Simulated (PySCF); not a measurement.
# Energy of Sc²⁺ (scandium, charge +2) between two integer charges

The 3d alpha orbital of [Ar] 3d1 is emptied in steps (occupation f), with all orbitals relaxed, ending at [Ar]. Calculation: PySCF 2.14, in def2-TZVPPD (6s6p4d2f1g, 67 functions); the non-relativistic Hamiltonian (point nucleus). The exact energy is a straight line in f; departures are measured from the line between the end points of the same method.

Task: Among UHF, LDA, PBE, which shows the largest delocalisation error (convex curve), and which is closest to linear?

Result: Most convex: LDA (-1.702 eV at f = 0.4); closest to linear: UHF (0.183 eV).

| f | UHF (eV) | LDA (eV) | PBE (eV) |
| --- | --- | --- | --- |
| 1 | 0.000 | 0.000 | 0.000 |
| 0.8 | 0.127 | -1.109 | -1.087 |
| 0.6 | 0.187 | -1.683 | -1.648 |
| 0.4 | 0.183 | -1.702 | -1.664 |
| 0.2 | 0.120 | -1.146 | -1.119 |
| 0 | 0.000 | 0.000 | 0.000 |

| method | E(f=0) − E(f=1) (eV) | −ε at f=1 (eV) | −ε at f=0.4 (eV) |
| --- | --- | --- | --- |
| UHF | 23.937 | 24.748 | 23.767 |
| LDA | 25.471 | 18.632 | 26.798 |
| PBE | 25.424 | 18.713 | 26.733 |

Reference removal energy between the ground levels: 24.757 eV (measured; NIST Atomic Spectra Database, ionization energies). The calculation has no spin-orbit coupling. UHF lacks correlation.
